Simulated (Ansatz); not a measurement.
```yaml
crystal:
  periodic: [false, false, false]
  atoms:
    - {symbol: Cl, position_ang: [0.115331, -1.163344, 1.928422]}
    - {symbol: Sn, position_ang: [0.159694, -0.051858, -0.088101]}
    - {symbol: Cl, position_ang: [0.125582, 2.202061, 0.383512]}
    - {symbol: Br, position_ang: [-1.897345, -0.600209, -1.296268]}
    - {symbol: H, position_ang: [1.546637, -0.460449, -0.968965]}
basis:
  gaussian: {orbitals: def2-SVP, fitting: {mean_field: cc-pVTZ-jkfit}}
hamiltonian: {xc: {name: CAM-B3LYP}}
accuracy: high
```

```sh
$ ansatz run in.yaml --threads 2 --pin off --events-out ev --progress --plain --max-ram 32768MiB --backend cpu
```

It prints (some lines left out):

```
Functional definition: CAM-B3LYP
Error: <dir> the basis set cc-pVTZ-JKFIT has no functions for Sn
```
